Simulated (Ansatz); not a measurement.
A structure relaxed at PBE0-D4/def2-TZVP, charge 0, multiplicity 1:

Cartesian coordinates in Å:
```
C -1.393 -0.281 1.009
In -0.107 1.028 -0.083
Cl -0.702 1.876 -2.195
Cl 1.493 2.374 0.995
Se 2.009 -0.529 -1.304
H -1.364 -0.014 2.065
H -1.060 -1.312 0.888
H -2.409 -0.185 0.628
H 1.174 -1.602 -1.864
H 2.360 -1.355 -0.140
```

(1) Give its formula and SMILES.

(2) Point group (tolerance 0.08 Å, 0.16 Å for H)?

(3) Summarise the bond lengths by kind.

## Answers

(1) CH5Cl2InSe, `[CH3][In-]([Cl])([Cl])[SeH2+]`.

(2) Cs.

(3) 1 × C–In 2.135 Å; 3 × C–H 1.089 to 1.090 Å; 2 × Cl–In 2.352 to 2.353 Å; 1 × In–Se 2.897 Å; 2 × H–Se 1.470 Å.

Computed with Ansatz.
